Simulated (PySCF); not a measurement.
Cd⁵⁺ (cadmium, charge +5) across methods

[Kr] 4d7, high-spin 4F determinant. Calculation: PySCF 2.14, in an even-tempered Gaussian basis (23 s from 0.076 bohr⁻², ratio 2.5; 16 p from 0.098 bohr⁻², ratio 2.5; 12 d from 0.098 bohr⁻², ratio 2.5; 5 f from 1.2 bohr⁻², ratio 2.7; 4 g from 1.8 bohr⁻², ratio 2.7); the spin-free X2C one-electron Hamiltonian (Gaussian nucleus).

| method | E (hartree) | mean ε 4p β (eV) | mean ε 4d α (eV) | mean ε 4d β (eV) | Σ⟨r²⟩ (bohr²) | ⟨S²⟩ |
| --- | --- | --- | --- | --- | --- | --- |
| PBE | -5586.68 | -137.12 | -81.615 | -79.248 | 20.37 | 3.751 |
| PBE0 | -5586.78 | -141.05 | -84.355 | -81.796 | 20.33 | 3.751 |
| LDA | -5581.38 | -137.38 | -81.701 | -79.267 | 20.40 | 3.750 |
| r2SCAN | -5587.12 | -138.34 | -82.327 | -79.628 | 20.31 | 3.751 |

Problem. Estimate the same row for UHF.

Solution. E (hartree) = -5584.77268; mean ε 4p β (eV) = -151.18; mean ε 4d α (eV) = -91.330; mean ε 4d β (eV) = -88.140; Σ⟨r²⟩ (bohr²) = 20.32; ⟨S²⟩ = 3.754.
